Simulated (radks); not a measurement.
Values are calculated unless marked as measured or tabulated.
All-electron atom: Au5+ in [Xe] 4f14 5d6.

Level of theory: scalar-relativistic Kohn-Sham, PBEsol, spin-unpolarised, spherical densities, point nucleus (a radial shooting solver on a logarithmic mesh with Libxc functionals).

Energy parts (eV):
part                       energy
total                  -517021.43
kinetic                 578621.09
electron-nucleus      -1281639.48
Hartree                 195646.38
exchange-correlation     -9649.42

Orbitals (lengths in bohr, moments of r in powers of bohr; r(90%) holds 90 % of the orbital's charge):
| orbital | occ. | eigenvalue (eV) | r(90%) | <r^2> | <1/r> |
|---|---|---|---|---|---|
| 1s | 2 | -80831.11 | 0.0308 | 0.0003931 | 95.80 |
| 2s | 2 | -14320.47 | 0.110 | 0.005995 | 22.46 |
| 2p | 6 | -12389.44 | 0.105 | 0.005048 | 19.97 |
| 3s | 2 | -3433.776 | 0.270 | 0.03867 | 8.323 |
| 3p | 6 | -2873.818 | 0.277 | 0.03976 | 7.591 |
| 3d | 10 | -2275.988 | 0.260 | 0.03292 | 7.145 |
| 4s | 2 | -800.1141 | 0.584 | 0.1870 | 3.568 |
| 4p | 6 | -616.5004 | 0.629 | 0.2137 | 3.221 |
| 4d | 10 | -396.2313 | 0.684 | 0.2427 | 2.887 |
| 4f | 14 | -151.5598 | 0.798 | 0.2990 | 2.466 |
| 5s | 2 | -177.5382 | 1.31 | 0.9418 | 1.476 |
| 5p | 6 | -127.7686 | 1.50 | 1.229 | 1.269 |
| 5d | 6 | -70.2834 | 1.98 | 2.038 | 0.9677 |

The highest occupied level is 5d at -70.283 eV. The density falls to 0.001 e/bohr^3 at r = 2.95 bohr. For comparison, the ionisation energy in NIST's Atomic Spectra Database is 74 eV (theoretical). In exact Kohn-Sham theory the highest level is minus the ionisation energy, but local and semilocal functionals leave it too shallow, through self-interaction and a potential that decays too fast; potentials with the right tail come closer. Summed over all electrons, <r^2> = 30.44 bohr^2, which gives a Langevin (diamagnetic) susceptibility term of -24.1 x 10^-6 cm^3/mol.

Beside tabulated values, note that spin-unpolarised runs miss the spin-polarisation part of the exchange energy of open shells.
